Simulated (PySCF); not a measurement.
C5H5Cl, SMILES CC#C/C=C\Cl. Heavy atoms are numbered as in [CH3:1][C:2]#[C:3]/[CH:4]=[CH:5]\[Cl:6]. Hydrogens are named by the atom that carries them.

The structure is a stationary point at PBE0-D3(BJ)/def2-SVP. The structure was generated by enumeration; whether it is a known compound was not checked.

Calculation: CAM-B3LYP/def2-TZVP (PySCF).

ESP charges are fitted to the potential on shells at 1.4 to 2.0 van der Waals radii. Atomic charges (e), one atom of each kind:

```tsv
atom	Löwdin	meta-Löwdin	ESP fit	Mulliken
C1 (CH3)	-0.28	-0.33	-0.61	-0.40
C2	-0.08	-0.03	0.20	0.02
C3	-0.09	-0.08	-0.26	-0.03
C4 (CH)	___	-0.13	0.03	-0.22
C5 (CH)	___	-0.11	-0.25	-0.06
Cl6	___	-0.03	-0.02	-0.06
H on C1	0.14	0.14	0.20	0.15
H on C4	___	0.14	0.13	0.14
H on C5	0.13	0.14	0.19	0.15
```

Q: Complete the blanks. (Estimate from the structure and the level; the computed values follow.)

A: 
- C4 (CH), Löwdin: -0.20
- C5 (CH), Löwdin: -0.46
- Cl6, Löwdin: 0.39
- H on C4, Löwdin: 0.16

Q: Give the Mayer and Wiberg (Löwdin basis) orders of the bonds. (An estimate is asked for; the answer gives what the named calculation found.)

A: 
```csv
bond,Mayer,Wiberg
C1–C2,0.86,1.38
C2–C3,2.95,2.69
C3–C4,1.13,1.35
C4–C5,1.85,2.02
C5–Cl6,1.17,1.75
```
